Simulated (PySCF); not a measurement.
**Structure elucidation problem**

An unknown has the formula C7H16N2Si. Its calculated NMR data are:

1H NMR (600 MHz, computed): δ 3.89 (d, 3H), 3.24 (m, 1H), 2.71 (s, 3H), 2.71 (m, 1H), 2.58 (m, 1H), 2.43 (m, 1H), 1.19 (d, 3H), 1.08 (d, 3H).

13C{1H} NMR (computed): δ 153.4, 63.4, 42.7, 33.6, 33.4, 24.2, 21.3.

[PySCF 2.14: PBE0-D3(BJ)/def2-SVP structure; PBE/pcSseg-1 with gauge-including orbitals; relativity neglected; single conformer; rapidly exchanging positions averaged; gas phase]

References, each an isolated molecule treated in the same way: TMS for 1H, 13C.

Deduce the structure.

## Answers


1. Rings plus π bonds: 2 (1 ring in the answer).
2. 7 carbon signals for 7 carbons: no two carbons are equivalent.
3. Carbon types of the structure: 1 × C, 2 × CH, 1 × CH2, 3 × CH3, leaving 3 H on heteroatoms.
4. δC 153.4: C=N carbon.
5. δC 63.4: sp3 CH2 bonded to N; deshielded by the electronegative neighbour.
6. δC 42.7: methyl carbon bonded to N; the inductive effect lowers its shielding.
7. δC 33.4: sp3 CH; saturated and bonded to C and H only.
8. δC 24.2, 21.3: methyl carbon; saturated and bonded to C and H only.
9. δH 3.24, 2.71: hydrogen on an sp3 CH2 bonded to N; its carbon carries N, an electronegative neighbour.
10. δH 2.71: hydrogen on a methyl carbon bonded to N; its carbon carries N, which withdraws density.

Structure: SMILES CC(C)C1=NN(C)C[C@H]1[SiH3].

The shifts were computed for this structure.

Shifts are as computed. Against solution values, carbons near 30 ppm lie about +2 ppm off and those near 130 ppm about +2 ppm. Of 1309 compounds with measured shifts, 239 miss one by over three times the rms of a fit or turn the order of signals round; such compounds aren't used in these exercises. Multiplicities follow the n + 1 count of equivalent neighbours, as no J values were calculated; m marks all less simple cases, F and P coupling included.
